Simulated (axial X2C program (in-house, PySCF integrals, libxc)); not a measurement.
**Ionising LiHg**

Calculated with an in-house relativistic program for diatomic molecules, spin-free (one-electron X2C) or two-component (2c: spin–orbit coupling with atomic mean-field Coulomb and Gaunt terms, which also bring small scalar terms), in Dyall basis sets with cores contracted in-house; open shells are unrestricted.

Basis sets: Hg dyall-cv3z, Li dyall-cv3z.

```json
{"Hamiltonian": "spin-free", "level": "PBE0", "LiHg state": "M_S = 1/2, Λ = 0", "Re (Å)": "2.980", "ωe (cm⁻¹)": "148.6", "De (eV)": "0.15"}
{"Hamiltonian": "2c", "level": "PBE0", "LiHg state": "Ω = 1/2", "Re (Å)": "2.923", "ωe (cm⁻¹)": "159.5", "De (eV)": "0.17"}
```

Adiabatic ionisation energy (minimum to minimum, no zero-point term) and constants of LiHg⁺:

```tsv
Hamiltonian	level	LiHg⁺ state	IE (eV)	Re (Å)	ωe (cm⁻¹)	De (eV)	fragments
spin-free	PBE0	M_S = 0, Λ = 0	5.12	2.666	262.8	0.60	Hg + Li+
2c	PBE0	Ω = 0	5.14	2.664	263.5	0.60	Hg + Li+
```

Problem. Add the zero-point terms to the ionisation energy at PBE0, 2c, and say whether the electron removed was bonding.

Solution. IE0 = IE + (ωe⁺ − ωe)/2 = 5.14 + (0.006) = 5.15 eV. Re changes by -0.259 Å, so the bond shortens, as on loss of an antibonding or a polarising non-bonding electron.

Problem. Close the cycle De(LiHg⁺) + IE(LiHg) = De(LiHg) + IE(Li) to find the atomic ionisation energy at PBE0, 2c.

Solution. IE(Li) = 0.60 + 5.14 − 0.17 = 5.57 eV, for the determinants used.

Each entry is the lowest single determinant of a limited PBE0 search at one distance. De goes to single-determinant-based atoms at the same level (for ions the charge split of lowest energy) and is withheld (n/a) where an atom does not fit its ground term or J level. Main or longest-lived isotopes.
